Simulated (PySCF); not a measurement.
**How exact exchange moves a shielding**

Molecule: SMILES C=NN[SiH2]F, CH5FN2Si.

Atom-mapped SMILES (the numbers label the heavy atoms): `[CH2:1]=[N:2][NH:3][SiH2:4][F:5]`. Each H is labelled by its parent atom. Ha(C1) is cis to N3; Hb(C1) is trans to N3.

GIAO shieldings (ppm, equivalent atoms averaged) in PySCF 2.14 on the PBE0-D3(BJ)/def2-SVP geometry, basis pcSseg-2, gas phase, non-relativistic:

| functional | exact exchange (%) | σ(N3) | σ(Si4) | σ(F5) |
| --- | --- | --- | --- | --- |
| BLYP | 0 | 113.7 | 330.7 | 389.5 |
| BP86 | 0 | 119.7 | 335.1 | 392.5 |
| PBE | 0 | 119.4 | 335.2 | 392.1 |
| B3LYP | 20 | 123.0 | 346.6 | 394.3 |
| PBE0 | 25 | 130.5 | 356.0 | 397.4 |
| BHandHLYP | 50 | 135.5 | 370.5 | 400.1 |
| HF | 100 | 155.6 | 413.8 | 408.8 |

Question: Fit each shielding as a line in the percentage of exact exchange.

Answer: σ(N3) = 117.7 + 0.38 x (rms 2.4 ppm); σ(Si4) = 333.3 + 0.79 x (rms 2.3 ppm); σ(F5) = 391.5 + 0.17 x (rms 1.1 ppm). The functionals also differ in their semilocal parts, which the line can't hold; Hartree–Fock has no correlation at all.

Question: What does the line predict for mPW1PW91 (25 %), and what does the run give?

Answer: σ(N3): 127.2 predicted, 129.9 computed; σ(Si4): 353.1 predicted, 355.9 computed; σ(F5): 395.8 predicted, 397.1 computed ppm.
